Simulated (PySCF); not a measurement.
Sn(CF3)(H)3 (CH3F3Sn), SMILES [SnH3][C](F)(F)F.

The structure is a stationary point at B3LYP-D3(BJ)/def2-SVP. The structure was generated by enumeration; whether it is a known compound was not checked. The def2 effective core potentials stand for the cores of Sn; spin–orbit coupling is left out.

Computed with C-PCM-B3LYP/def2-SVP in PySCF 2.14.0.

The values are the electrostatic part of the solvation free energy, E(continuum) − E(gas) at the gas-phase geometry, in a cavity of scaled van der Waals radii (PySCF's table); cavitation and dispersion terms are not included. A continuum can't describe solvent molecules that bind to the metal. In vacuum the orbital gap is 8.17 eV. The dipole moment in vacuum is 2.12 D.

Question: Estimate the values in water (ε = 78.36), ethanol (ε = 24.85), 2-propanol (ε = 19.26). (The exact figures need the calculation; the answer reports its results.)

Answer: 
```tsv
solvent	ε	ΔG(elec) (kcal/mol)	dipole (D)	gap (eV)
water	78.36	-1.9	2.55	8.37
ethanol	24.85	-1.8	2.54	8.36
2-propanol	19.26	-1.8	2.53	8.36
```
